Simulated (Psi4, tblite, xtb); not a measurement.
# A ladder of methods for C2HF2Ge (SMILES C#[C][Ge]([F])[F])

The species is C2HF2Ge (6 atoms), meant as a doublet with charge 0. SMILES: `C#[C][Ge]([F])[F]`. Geometry: relaxed at PBE0-D4/def2-TZVP.

Quantity: the electronic atomisation energy, in eV. The values are calculated. Electronic energies at fixed atoms, without zero-point motion or spin-orbit coupling.

```csv
level,kind,program,value (eV)
GFN2-xTB,semi-empirical,tblite,25.87
GFN1-xTB,semi-empirical,tblite,28.91
GFN0-xTB,semi-empirical,xtb,24.11
UM06-2X/6-31G* (spherical functions),hybrid meta-GGA,Psi4,25.06
U-wB97M-V/6-31G* (spherical functions),range-separated hybrid,Psi4,25.04
U-wB97X/6-31G* (spherical functions),range-separated hybrid,Psi4,24.88
UCAM-B3LYP/6-31G* (spherical functions),range-separated hybrid,Psi4,24.87
```

All-electron rows without a relativistic Hamiltonian named are non-relativistic. The values span 24.11 to 28.91 eV. The xTB rows lack spin polarisation, so open shells miss the exchange term that lowers them.
